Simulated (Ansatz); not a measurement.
Ansatz (a first-principles code) input:

Ansatz 0.2 input:
```yaml
crystal:
  periodic: [false, false, false]
  atoms:
    - {symbol: B, position_ang: [0.47711433, 0.06454583, -0.02484595]}
    - {symbol: F, position_ang: [0.68599622, -1.23554677, -0.19454781]}
    - {symbol: F, position_ang: [1.51669143, 0.87899531, 0.00440865]}
    - {symbol: O, position_ang: [-0.76411204, 0.58432440, 0.12054682]}
    - {symbol: C, position_ang: [-1.90761067, -0.15799048, 0.09323758]}
    - {symbol: H, position_ang: [-2.81268111, 0.39215245, 0.28183084]}
    - {symbol: H, position_ang: [-1.83851896, -1.23257076, 0.02985141]}
basis:
  gaussian:
    orbitals: aug-cc-pVDZ
magnetization: {spin_polarized: true, initial_magnetization: 1}
correlation: {method: ccsd_t, electrons: outside_noble_gas}
output: {forces: true}
```

Which total energy does the run end on?

-338.45732 Eh (CCSD(T)/aug-cc-pVDZ). The basis has 133 functions.

It need not be the lowest isomer of its formula.
